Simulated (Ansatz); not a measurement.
`O=C[C]1=[N][AlH]1` + CH₄ → `C[C]1=[N][AlH]1` + `C=O` at 700 K and 1 bar (formal exchange of groups at a C–C bond).

Program: Ansatz. Geometries: PBE0-D4/def2-TZVP. ΔE: electronic, gas phase. CCSD(T)/CBS adds triple-zeta CCSD(T) − MP2 to the extrapolated MP2 energy (def2 sets, frozen cores). This one scheme is used for every species. One conformer a species, not always the lowest.

| species | CCSD(T)/CBS energy (Eh) | H − E (kJ/mol) | S (J/(mol·K)) |
| --- | --- | --- | --- |
| `O=C[C]1=[N][AlH]1` | -449.10152 | 149.9 | 405.5 |
| CH₄ | -40.46206 | 145.9 | 224.0 |
| `C[C]1=[N][AlH]1` | -375.16035 | 197.4 | 387.6 |
| `C=O` | -114.39408 | 97.4 | 254.3 |

H − E and S are ideal-gas, rigid-rotor, harmonic terms from PBE0-D4/def2-TZVP, for one conformer and one mirror image of each species. 1 Eh = 2625.50 kJ/mol, R = 8.31446 J/(mol·K).

Q: By hand: ΔE, ΔH, ΔS and ΔG.

A: ΔE = (-375.16035) + (-114.39408) − (-449.10152) − (-40.46206) = 0.00915 Eh = 24.0 kJ/mol. Δ(H − E) = 197.4 + 97.4 − 149.9 − 145.9 = -1.0, so ΔH = 23.0 kJ/mol. ΔS = 387.6 + 254.3 − 405.5 − 224.0 = 12.4 J/(mol·K). ΔG = 23.0 − 700 × (12.4)/1000 = 14.3 kJ/mol.

Q: By hand: the equilibrium constant, and the temperature at which ΔG would vanish if ΔH and ΔS stayed fixed.

A: log₁₀ K = −ΔG/(RT ln 10) = -1.1. ΔG = 0 at ΔH/ΔS = 1855 K, though so small a ΔS makes that figure unsure.

TΔS isn't small against ΔH here. A doubt of 5 kJ/mol in ΔE shifts log₁₀ K by 0.4 here. Other conformers and mirror images would add mixing entropy, several J/(mol·K) or more a flexible species. These are equilibria of isolated gas molecules and say nothing of rates. Largest T1 diagnostic: 0.018 (customary marks: 0.02 for closed shells, 0.045 for open ones).
